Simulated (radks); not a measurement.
Values are calculated unless marked as measured or tabulated.
Problem. The mean radii <r> (bohr) of the occupied orbitals of an atom or ion are listed with their occupations. Level of theory: scalar-relativistic Kohn-Sham, LDA (Slater exchange, VWN5 correlation), spin-polarised, spherical densities, finite nucleus; Fermi nuclear charge, rms radius of each element as measured or else 0.836 A^(1/3) + 0.57 fm (a radial shooting solver on a logarithmic mesh with Libxc functionals).

orbital  occ.      <r>
1s up       1  0.06100
1s down     1  0.06101
2s up       1   0.2802
2s down     1   0.2796
2p up       3   0.2475
2p down     3   0.2469
3s up       1   0.8310
3p up       3   0.8656
3p down     3   0.8763
3d up       4   0.9484

Name the element and its charge. Open shells, if any, are filled with parallel spins first.

Solution. Z = 25, manganese, charge +4: Mn4+ in [Ne] 3s1 3p6 3d4. The 1s radius gives Z: for a bare nucleus <r> = (2 gamma + 1)/(2Z) with gamma = sqrt(1 - (Z/c)^2), 0.05933 bohr for Z = 25, and screening makes it slightly larger (0.06100 here). The occupations add up to 21, and the charge is Z minus that.
